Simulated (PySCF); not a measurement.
# Hartree-Fock beside MP2: B2F2H2

Calculated results; nothing here was measured. The program is PySCF 2.14.0, an open-source quantum chemistry code, run on an isolated molecule that a program drew, which may never have been made. The molecule is B2F2H2 (charge 0, singlet), drawn as the SMILES string `FBBF`.

The geometry was optimised and harmonic frequencies were computed with HF and MP2, all in the cc-pVDZ basis, for the commonest isotopes, with a restricted reference for singlets and an unrestricted one otherwise, and a frozen core in MP2. Each result is a local minimum of its method.

Geometry at the HF minimum:
```xyz
6
B2F2H2, angstrom
F    -2.9193   -3.2326    2.1575
B    -2.2765   -2.1612    1.6905
B    -2.2888   -1.8233   -0.0001
F    -1.2539   -2.1905   -0.7574
H    -1.7389   -1.4671    2.5127
H    -3.1749   -1.2373   -0.5641
```

Lengths of the bonds as drawn, in Å (atoms numbered as above):
```
bond,HF,MP2
F1-B2,1.334,1.348
B2-B3,1.724,1.726
B3-F4,1.334,1.348
B2-H5,1.203,1.211
B3-H6,1.203,1.211
```

Rotational constants, in GHz:
```
constant,HF,MP2
A,28.3,28.02
B,3.621,3.56
C,3.534,3.472
```

Harmonic frequencies in cm^-1, each column in rising order, so a row needn't be the same motion in every method:
```
rank,HF,MP2
1,76,65
2,267,249
3,306,290
4,707,?
5,928,890
6,962,925
7,1156,1116
8,1157,1117
9,1288,1255
10,1430,1387
11,2694,2634
12,2711,2648
```

**Estimate the missing MP2 frequency from the HF column.**

A single factor s that minimises the squared misfit of MP2 against s times HF over the other rows is sum(HF x MP2) / sum(HF^2) = 0.9734, with an rms misfit of 9 cm^-1. For rank 4 it gives 0.9734 x 707 = 688 cm^-1. The calculation gives 682 cm^-1, 6 cm^-1 below the estimate. The drawn bonds are on average 0.7 % longer in MP2 than in HF.
